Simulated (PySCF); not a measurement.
C₅H₇FO. Atoms are numbered in the order given.

```xyz
14

C      2.3780     0.2846     0.9880
C      1.1774     0.2173     0.4224
C      0.2701     1.0918    -0.4107
C     -0.6975    -0.1045    -0.2921
C     -2.0161     0.0375     0.4205
F     -0.9000    -0.7379    -1.4898
O      0.2708    -0.8310     0.4754
H      2.7685    -0.5510     1.5714
H      2.9865     1.1811     0.8670
H      0.6016     1.2693    -1.4433
H     -0.0615     2.0319     0.0521
H     -1.8765     0.5423     1.3864
H     -2.4386    -0.9625     0.5984
H     -2.7182     0.6176    -0.1963
```

Geometry optimised at B3LYP-D3(BJ)/def2-SVP. The structure was generated by enumeration; whether it is a known compound was not checked.

All values below come from TDA-LC-ωPBE/def2-SVPD run with PySCF.

Vertical excitations. Isolated molecule, no solvent.

| state | energy (eV) | λ (nm) | f | main pairs |
|---|---|---|---|---|
| S1 | 7.33 | 169 | 0.063 | HOMO→LUMO 59 %, HOMO→LUMO+2 24 % |
| S2 | 7.47 | 166 | 0.505 | HOMO→LUMO+1 90 % |
| S3 | 8.17 | 152 | 0.006 | HOMO→LUMO+2 33 %, HOMO→LUMO+5 13 %, HOMO→LUMO+9 11 %, HOMO→LUMO+10 10 % |
| S4 | 8.41 | 147 | 0.005 | HOMO→LUMO+9 22 %, HOMO→LUMO 15 %, HOMO→LUMO+2 14 %, HOMO→LUMO+7 14 % |
| S5 | 8.65 | 143 | 0.003 | HOMO→LUMO+3 66 % |
| S6 | 8.95 | 139 | 0.000 | HOMO−2→LUMO+1 74 % |
| T1 | 4.15 | 299 | 0 | HOMO→LUMO+1 82 % |
| T2 | 7.15 | 174 | 0 | HOMO→LUMO 53 %, HOMO→LUMO+2 23 % |
Triplets are in the Tamm–Dancoff approximation.
